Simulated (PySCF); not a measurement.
Cartesian coordinates (Å):
```xyz
14

W     -0.0838     0.0707     0.1116
O      0.3471    -0.0297     1.8045
N     -0.6050     0.1953    -1.9027
H     -1.0566     0.9906    -2.3752
H     -0.3994    -0.4983    -2.6352
N      1.6441     0.9061    -0.3318
H      2.3699     1.1036     0.3648
H      1.9066     1.1863    -1.2795
N     -1.6354     1.2605     0.3772
H     -2.3331     1.4704    -0.3413
H     -1.8100     1.7716     1.2481
N     -0.2586    -1.8748    -0.1678
H     -0.6814    -2.3045    -0.9948
H      0.0967    -2.5731     0.4927
```
Charge 0, spin multiplicity 1.

Q: Predict the LUMO, HOMO, HOMO–LUMO gap, total energy and charge on the central atom (Mulliken) from TPSSh-D3(BJ)/def2-TZVP // BP86-D3(BJ)/def2-SVP (PySCF).

A: 
| Quantity | Result |
|---|---|
| LUMO | -1.92 eV |
| HOMO | -6.00 eV |
| HOMO–LUMO gap | 4.08 eV |
| total energy | -9971.50 eV |
| charge on the central atom (Mulliken) | 1.45 e |
